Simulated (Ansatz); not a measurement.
Coupled-cluster diagnostics for Te2Se3, Ansatz.

Geometry of the singlet (PBE-D4/def2-SVP):

```xyz
5

Se    1.424    2.734   -0.217
Se   -1.782   -0.229    0.999
Se   -1.530   -1.440   -0.987
Te    0.869    0.690    0.926
Te    1.019   -1.756   -0.721
```

In the def2 sets Te takes a core potential; there is no spin–orbit coupling. Correlated methods freeze 35 core orbitals; core or outer-core shells of Se, Te are correlated, in sets that lack core-valence functions. Another isomer (singlet) lies 1.05 eV lower at PBE0-D4/def2-TZVP; other spin states weren't run for this one.

Question: Estimate the CCSD(T) correlation energy, the shares of MP2 and (T), T1 and the reference's ⟨S²⟩ for: charge 0, singlet, own geometry in def2-SVP; and the rough time on 4 threads of Intel Xeon on a shared host.

Answer: 
| state | basis | correlation (eV) | MP2 share (%) | (T) share (%) | T1 | ⟨S²⟩ (pure) | wall time | remarks |
| --- | --- | --- | --- | --- | --- | --- | --- | --- |
| charge 0, singlet, own geometry | def2-SVP | -27.051 | 95.2 | 4.3 | 0.022 | 0.00 (0.00) | 1.9 min | large T1, restricted SCF unstable |
Customary marks for T1 are 0.02 (closed shells), 0.045 (open shells) and about 0.05 (3d metals). T1 exceeds 0.02 in 1 of 1 rows and 0.045 in 0; the higher it lies, the less the single-reference result can be trusted.
